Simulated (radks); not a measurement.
Valence configurations of Sm+ (all share [Xe]). All-electron calculation, Dirac Kohn-Sham, LDA (Slater exchange, Perdew-Wang correlation), spin-unpolarised, spherical densities, finite nucleus; open shells fill j = l - 1/2 first; Fermi nuclear charge, rms radius 5.0819 fm. Program: a radial shooting solver on a logarithmic mesh with Libxc functionals. Energies are relative to 4f6 6s1; eigenvalues in eV.

| valence | E (eV) | e(4f5/2) | e(4f7/2) | e(5d3/2) | e(6p1/2) | e(6s1/2) |
|---|---|---|---|---|---|---|
| 4f6 6s1 | 0.000 | -8.936 | - | - | - | -8.665 |
| 4f6.5 6s0.5 | 0.745 | -5.835 | -5.323 | - | - | -7.919 |
| 4f7 | 2.467 | -3.582 | -3.099 | - | - | - |
| 4f6 6p1 | 2.990 | -9.982 | - | - | -6.242 | - |
| 4f5 6s2 | 3.353 | -16.905 | - | - | - | -10.145 |
| 4f5 5d1 6s1 | 3.445 | -14.541 | - | -8.850 | - | -9.254 |
| 4f5 5d1 6p1 | 6.661 | -15.568 | - | -9.663 | -6.590 | - |
| 4f5 6s1 6p1 | 6.813 | -17.928 | - | - | -7.202 | -10.696 |
| 4f4 5d2 6s1 | 11.696 | -21.087 | - | -10.137 | - | -9.732 |
| 4f4 6s1 6p2 | 21.986 | -28.361 | - | - | -8.519 | -12.560 |

NIST lists [Xe] 4f6 6s1 as the ground configuration; this level of theory agrees among the configurations tried. The energies are those of spherical spin-averaged densities, not of single terms.
